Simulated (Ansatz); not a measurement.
`C=C(O)[SiH2]P` and `C=C(O)OC` differ in one atom or group.

Ansatz, PBE0-D4/def2-TZVP geometries, multiplicity 1. Each molecule was computed in one conformer, which needn't be the lowest.

```csv
property,`C=C(O)[SiH2]P`
LUMO energy (B3LYP/def2-TZVPP) / eV,-0.42
HOMO energy (PBE/def2-TZVPP) / eV,-5.79
size of the dipole moment (ωB97M-V/def2-TZVPP) / D,1.97
size of the dipole moment (PBE/def2-TZVPP) / D,2.01
HOMO–LUMO gap (B3LYP/def2-TZVPP) / eV,6.32
HOMO–LUMO gap (PBE/def2-TZVPP) / eV,4.66
```

Problem. Give the same properties after the change, and the shifts. (Best estimate.)

Solution. Computed: 
```tsv
property	`C=C(O)OC`	shift
LUMO energy (B3LYP/def2-TZVPP) / eV	0.94	1.36
HOMO energy (PBE/def2-TZVPP) / eV	-5.05	0.74
size of the dipole moment (ωB97M-V/def2-TZVPP) / D	2.23	0.26
size of the dipole moment (PBE/def2-TZVPP) / D	2.18	0.17
HOMO–LUMO gap (B3LYP/def2-TZVPP) / eV	7.00	0.68
HOMO–LUMO gap (PBE/def2-TZVPP) / eV	5.48	0.82
```

With PBE0 the HOMO rises by 0.69 eV and the LUMO rises by 1.56 eV, so the gap widens by about 0.87 eV. PBE moves the HOMO by 0.74 eV and ωB97M-V by 0.60 eV. Dipoles are sizes alone; their direction can turn.

Positive LUMOs are unbound, so they and the gaps depend on the basis.

B3LYP here is the variant with VWN-RPA as its local correlation; programs differ in this.
